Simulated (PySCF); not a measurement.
PySCF input file for C2H4GeN2, SMILES N#C/N=[CH]\[GeH3], KT2/pcSseg-1. Geometry: B3LYP-D3(BJ)/def2-SVP. The structure was generated by enumeration; whether it is a known compound was not checked.

```python
import numpy as np
from pyscf import gto, scf, dft
from pyscf.prop.nmr import rks as nmr

mol = gto.M(
    atom='''
    N     2.69225847   -0.89280433   -0.79559052
    C     2.06455964   -0.02726255   -0.33067295
    N     1.47457297    1.03865581    0.21478166
    C     0.21442011    1.11412884    0.44184925
    Ge   -1.19052636   -0.24830723    0.07778093
    H    -0.11600578    2.06236750    0.89801564
    H    -1.81824811   -0.62190238    1.43286504
    H    -2.25074569    0.42695162   -0.81073719
    H    -0.55985525   -1.46374369   -0.61052896
    ''',
    basis='pcSseg-1',
    charge=0,
    spin=0,
    max_memory=1600,
    verbose=3,
)
mf = dft.RKS(mol, xc='kt2')
mf.grids.level = 3
mf.conv_tol = 1e-10
mf.max_cycle = 100
mf.kernel()
n = nmr.NMR(mf)
n.verbose = 2
n.max_cycle_cphf = 60
sigma = n.kernel()
print('atom   isotropic/ppm   span/ppm')
for i, s in enumerate(sigma):
    w = np.linalg.eigvalsh((s + s.T) / 2)
    print(f'{mol.atom_symbol(i):2s}{i + 1:3d} {w.mean():14.3f} {w[2] - w[0]:11.3f}')
```

Output:

```
converged SCF energy = -2276.5322737795
atom   isotropic/ppm   span/ppm
N   1        -53.846     189.636
C   2         69.894     312.730
N   3       -120.478     703.297
C   4        -13.135     293.107
Ge  5       1600.848     109.326
H   6         21.949      11.807
H   7         26.912      15.723
H   8         26.928      15.732
H   9         26.305      16.140
```

Self-consistency was reached.

Cost: about 22 core-seconds (a rough figure).
